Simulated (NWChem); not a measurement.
Program: NWChem. System: HfO2, charge 0, spin multiplicity 1, at a geometry optimised with PBE/def2-SVP with def2 effective core potentials on Hf. The structure started from a generated list of species. Level: MP2/def2-TZVP with def2 effective core potentials on Hf, 2 core orbitals frozen.

Input file:

```
start mol
memory heap 200 mb stack 900 mb global 1100 mb
geometry units angstroms nocenter noautoz
  Hf     0.000000     0.000000    -0.197780
  O     -1.432165     0.000000     0.890009
  O      1.432165     0.000000     0.890009
  symmetry group C2v
end
basis spherical
  * library def2-tzvp
end
ecp
  Hf library def2-ecp
end
scf
  rhf
  nopen 0
  maxiter 100
  thresh 1e-7
  semidirect memsize 60000000 filesize 0
end
mp2
  freeze core 2
end
task mp2 energy
```

NWChem printed:

```
             Northwest Computational Chemistry Package (NWChem) 7.3.0
             --------------------------------------------------------

                                NWChem Input Module
                                -------------------

 Scaling coordinates for geometry "geometry" by  1.889725989
 (inverse scale =  0.529177249)

 Turning off AUTOSYM since
 SYMMETRY directive was detected!

                             Geometry "geometry" -> ""
                             -------------------------

 Output coordinates in angstroms (scale by  1.889725989 to convert to a.u.)

  No.       Tag          Charge          X              Y              Z
 ---- ---------------- ---------- -------------- -------------- --------------
    1 Hf                  72.0000     0.00000000     0.00000000    -0.19778000
    2 O                    8.0000    -1.43216500     0.00000000     0.89000900
    3 O                    8.0000     1.43216500     0.00000000     0.89000900

 Effective nuclear repulsion energy (a.u.)     350.7912972286

            Nuclear Dipole moment (a.u.)
            ----------------------------
        X                 Y               Z
 ---------------- ---------------- ----------------
     0.0000000000     0.0000000000    -0.0000302356

      Symmetry information
      --------------------

 Group name             C2v
 Group number             16
 Group order               4
 No. of unique centers     2

      Symmetry unique atoms

     1    2


 Summary of "ao basis" -> "" (spherical)
 ------------------------------------------------------------------------------
       Tag                 Description            Shells   Functions and Types
 ---------------- ------------------------------  ------  ---------------------
 *                         def2-tzvp                  on all atoms

 Summary of "ao basis" -> "ao basis" (spherical)
 ------------------------------------------------------------------------------
       Tag                 Description            Shells   Functions and Types
 ---------------- ------------------------------  ------  ---------------------
 Hf                        def2-tzvp                14       40   6s4p3d1f
 O                         def2-tzvp                11       31   5s3p2d1f

                                 NWChem SCF Module
                                 -----------------

  ao basis        = "ao basis"
  functions       =   102
  atoms           =     3
  closed shells   =    14
  open shells     =     0
  charge          =   0.00
  wavefunction    = RHF
  use symmetry    = T
  symmetry adapt  = T

 Summary of "ao basis" -> "ao basis" (spherical)
 ------------------------------------------------------------------------------
       Tag                 Description            Shells   Functions and Types
 ---------------- ------------------------------  ------  ---------------------
 Hf                        def2-tzvp                14       40   6s4p3d1f
 O                         def2-tzvp                11       31   5s3p2d1f

      Symmetry analysis of basis
      --------------------------

        a1         39
        a2         14
        b1         30
        b2         19

 Forming initial guess at       0.1s

      Superposition of Atomic Density Guess
      -------------------------------------

 Sum of atomic energies:        -201.50207658

      Non-variational initial energy
      ------------------------------

 Total energy =    -196.508000
 1-e energy   =    -420.133865
 2-e energy   =     155.307459
 HOMO         =      -0.455350
 LUMO         =      -0.146626

      Symmetry analysis of molecular orbitals - initial
      -------------------------------------------------

  Numbering of irreducible representations:

     1 a1          2 a2          3 b1          4 b2

  Orbital symmetries:

     1 a1          2 b1          3 a1          4 b1          5 a1
     6 b2          7 a1          8 b1          9 a1         10 a2
    11 b2         12 b1         13 a1         14 b1         15 a1
    16 a1         17 b2         18 b1         19 a2         20 b2
    21 a1         22 a1         23 b1         24 a1

 Starting SCF solution at       0.7s

 ----------------------------------------------
         Quadratically convergent ROHF

 Convergence threshold     :          1.000E-07
 Maximum no. of iterations :          100
 Final Fock-matrix accuracy:          1.000E-09
 ----------------------------------------------

              iter       energy          gnorm     gmax       time
             ----- ------------------- --------- --------- --------
                 1     -196.7876532613  2.77D+00  6.48D-01      0.7
                 2     -197.1990782760  6.96D-01  1.95D-01      0.8
                 3     -197.2348137709  4.49D-01  1.18D-01      0.8
                 4     -197.2439465576  1.26D-01  3.86D-02      0.9
                 5     -197.2457759703  9.00D-03  1.96D-03      1.1
                 6     -197.2457861208  6.78D-05  3.18D-05      1.3
                 7     -197.2457861226  1.09D-08  3.14D-09      1.6

       Final RHF  results
       ------------------

         Total SCF energy =   -197.245786122641
      One-electron energy =   -424.297121998186
      Two-electron energy =    158.732930054602
 Nuclear repulsion energy =     68.318405820943

        Time for solution =      0.9s

       Symmetry analysis of molecular orbitals - final
       -----------------------------------------------

  Numbering of irreducible representations:

     1 a1          2 a2          3 b1          4 b2

  Orbital symmetries:

     1 b1          2 a1          3 a1          4 b1          5 a1
     6 b2          7 a1          8 b1          9 a1         10 b1
    11 a2         12 a1         13 b2         14 b1         15 a1
    16 b2         17 a1         18 b1         19 a1         20 a2
    21 b2         22 a1         23 a1         24 b1

             Final eigenvalues
             -----------------

              1
    1  -20.4728
    2  -20.4728
    3   -2.9062
    4   -1.6192
    5   -1.6099
    6   -1.5914
    7   -1.1228
    8   -1.1040
    9   -0.4649
   10   -0.4452
   11   -0.4164
   12   -0.4105
   13   -0.4031
   14   -0.3763
   15   -0.0545
   16    0.0246
   17    0.0445
   18    0.0793
   19    0.1485
   20    0.1499
   21    0.1784
   22    0.2239
   23    0.2445
   24    0.2543

                       ROHF Final Molecular Orbital Analysis
                       -------------------------------------

 Vector   12  Occ=2.000000D+00  E=-4.105199D-01  Symmetry=a1
              MO Center= -3.1D-13,  3.0D-15,  7.3D-01, r^2= 2.9D+00
   Bfn.  Coefficient  Atom+Function         Bfn.  Coefficient  Atom+Function
  ----- ------------  ---------------      ----- ------------  ---------------
    46      0.289975  2 O  px                77     -0.289975  3 O  px
    49      0.271563  2 O  px                80     -0.271563  3 O  px
     5      0.260733  1 Hf s                  3     -0.237705  1 Hf s
    52      0.165942  2 O  px                83     -0.165942  3 O  px

 Vector   13  Occ=2.000000D+00  E=-4.031430D-01  Symmetry=b2
              MO Center= -2.6D-13,  8.9D-15,  7.7D-01, r^2= 2.6D+00
   Bfn.  Coefficient  Atom+Function         Bfn.  Coefficient  Atom+Function
  ----- ------------  ---------------      ----- ------------  ---------------
    47      0.276632  2 O  py                78      0.276632  3 O  py
    50      0.256944  2 O  py                81      0.256944  3 O  py
    53      0.189597  2 O  py                84      0.189597  3 O  py
    20      0.157159  1 Hf d -1

 Vector   14  Occ=2.000000D+00  E=-3.762635D-01  Symmetry=b1
              MO Center=  2.2D-14,  2.9D-15,  8.1D-01, r^2= 2.8D+00
   Bfn.  Coefficient  Atom+Function         Bfn.  Coefficient  Atom+Function
  ----- ------------  ---------------      ----- ------------  ---------------
    48      0.288980  2 O  pz                79     -0.288980  3 O  pz
    51      0.265998  2 O  pz                82     -0.265998  3 O  pz
    54      0.213008  2 O  pz                85     -0.213008  3 O  pz

 Vector   15  Occ=0.000000D+00  E=-5.452327D-02  Symmetry=a1
              MO Center=  4.6D-14, -3.0D-14, -1.4D+00, r^2= 4.5D+00
   Bfn.  Coefficient  Atom+Function         Bfn.  Coefficient  Atom+Function
  ----- ------------  ---------------      ----- ------------  ---------------
     6      0.828456  1 Hf s                 18     -0.585921  1 Hf pz
     3     -0.170803  1 Hf s                 12      0.152178  1 Hf pz
     4     -0.151150  1 Hf s

 Vector   16  Occ=0.000000D+00  E= 2.458645D-02  Symmetry=b2
              MO Center=  2.5D-14,  4.2D-15, -1.0D+00, r^2= 4.3D+00
   Bfn.  Coefficient  Atom+Function         Bfn.  Coefficient  Atom+Function
  ----- ------------  ---------------      ----- ------------  ---------------
    17      0.789140  1 Hf py                30     -0.421452  1 Hf d -1
    20     -0.229138  1 Hf d -1              25     -0.181983  1 Hf d -1

 Vector   17  Occ=0.000000D+00  E= 4.453305D-02  Symmetry=a1
              MO Center= -6.6D-15,  1.1D-14, -5.6D-01, r^2= 4.1D+00
   Bfn.  Coefficient  Atom+Function         Bfn.  Coefficient  Atom+Function
  ----- ------------  ---------------      ----- ------------  ---------------
    18      0.514579  1 Hf pz                 5      0.480029  1 Hf s
    31     -0.437027  1 Hf d  0              33     -0.284312  1 Hf d  2
    21     -0.217955  1 Hf d  0              23     -0.199587  1 Hf d  2
    26     -0.175859  1 Hf d  0               4     -0.157713  1 Hf s
    45     -0.155090  2 O  s                 76     -0.155090  3 O  s

 center of mass
 --------------
 x =   0.00000000 y =   0.00000000 z =  -0.06347322

 moments of inertia (a.u.)
 ------------------
         114.772255825035           0.000000000000           0.000000000000
           0.000000000000         349.084821752930           0.000000000000
           0.000000000000           0.000000000000         234.312565927896

  Mulliken analysis of the total density
  --------------------------------------

    Atom       Charge   Shell Charges
 -----------   ------   -------------------------------------------------------
    1 Hf  12    10.45  -0.01 -0.32  1.42  0.92  0.19 -0.02  2.20  2.97  0.85  0.18  0.86  0.87  0.18  0.15
    2 O    8     8.78   0.79  1.18  0.58  0.96  0.39  1.77  2.00  1.07  0.00  0.02  0.00
    3 O    8     8.78   0.79  1.18  0.58  0.96  0.39  1.77  2.00  1.07  0.00  0.02  0.00

       Multipole analysis of the density wrt the origin
       ------------------------------------------------

     L   x y z        total         open         nuclear
     -   - - -        -----         ----         -------
     0   0 0 0     -0.000000      0.000000     28.000000

     1   1 0 0      0.000000      0.000000      0.000000
     1   0 1 0     -0.000000      0.000000      0.000000
     1   0 0 1     -3.997733      0.000000     22.424970

     2   2 0 0    -34.835625      0.000000    117.193565
     2   1 1 0     -0.000000      0.000000      0.000000
     2   1 0 1      0.000000      0.000000      0.000000
     2   0 2 0    -19.375727      0.000000      0.000000
     2   0 1 1      0.000000      0.000000      0.000000
     2   0 0 2    -24.204968      0.000000     46.935425

                   NWChem MP2 Semi-direct Energy/Gradient Module
                   ---------------------------------------------

  Basis functions       =    102
  Molecular orbitals    =    102
  Frozen core           =      2
  Frozen virtuals       =      0
  Active alpha occupied =     12
  Active beta occupied  =     12
  Active alpha virtual  =     88
  Active beta virtual   =     88
  Use MO symmetry       = T
  Use skeleton AO sym   = T

  AO/Fock/Back tols     =   1.0D-09  1.0D-09  1.0D-09

 GA uses MA = F    GA memory limited = T

 Available:
  local mem=  1.26D+08
 global mem=  1.44D+08
 local disk=  0.00D+00
  mp2_memr nvloc                    88
  nvloc new                    88
   1 passes of  12:        5242880                      74003                  18515608.
   1 passes of  12: M    126141382           G      144158392           F     120898502.

 Semi-direct pass number   1 of   1  for RHF alpha+beta  at        1.7s
  vrange nnbf                  5152
  mp2_eaftype                    70  avail_ma_in_mb                  1099
 EAF : mp2_eaftype filesize          70    9257804.
  mp2_eaf for mointskh                     70
Node 0 wrote     43.5 Mb in      0.0 s     Agg I/O rate:  2044.0 Mb/s
 Done moints_semi at        4.1s
  mp2_eaftype                    70  avail_ma_in_mb                  1029
 EAF : mp2_eaftype filesize          70    9257804.
  mp2_eaf for kh                    70
 Done maket at        4.3s
 Done multipass loop at        4.3s

          -------------------------------------------
          SCF energy                -197.245786122641
          Correlation energy          -0.794604503406
          Singlet pairs               -0.447819494581
          Triplet pairs               -0.346785008826
          Total MP2 energy          -198.040390626047
          -------------------------------------------

          ---------------------------------------------------
                    Spin Component Scaled (SCS) MP2
          Same spin pairs                     -0.231190005884
          Same spin scaling factor             0.333333333333
          Opposite spin pairs                 -0.563414497523
          Opposite spin scaling fact.          1.200000000000
          SCS-MP2 correlation energy          -0.753160732322
          Total SCS-MP2 energy              -197.998946854963
          ---------------------------------------------------

 -----------------------
 Performance information
 -----------------------

 Timer overhead =  1.26D-07 seconds/call

               Nr. of calls         CPU time (s)                 Wall time (s)                GFlops
             ---------------    -------------------     ------------------------------   -------------------
Name         Min   Avg   Max    Min     Avg     Max     Min     Avg     Max   Mx/calls   Min     Max     Sum
mp2: moin     1     1     1    2.4     2.4     2.4      2.4     2.4     2.4     2.4      0.0     0.0     0.0
mp2: make     1     1     1   0.14    0.14    0.14     0.14    0.14    0.14    0.14      0.0     0.0     0.0
mp2: tota     1     1     1    2.6     2.6     2.6      2.6     2.6     2.6     2.6      0.0     0.0     0.0

 The average no. of pstat calls per process was 3.00D+00
 with a timing overhead of 3.78D-07s

 Task  times  cpu:        4.2s     wall:        4.2s

 Total times  cpu:        4.3s     wall:        4.3s
```
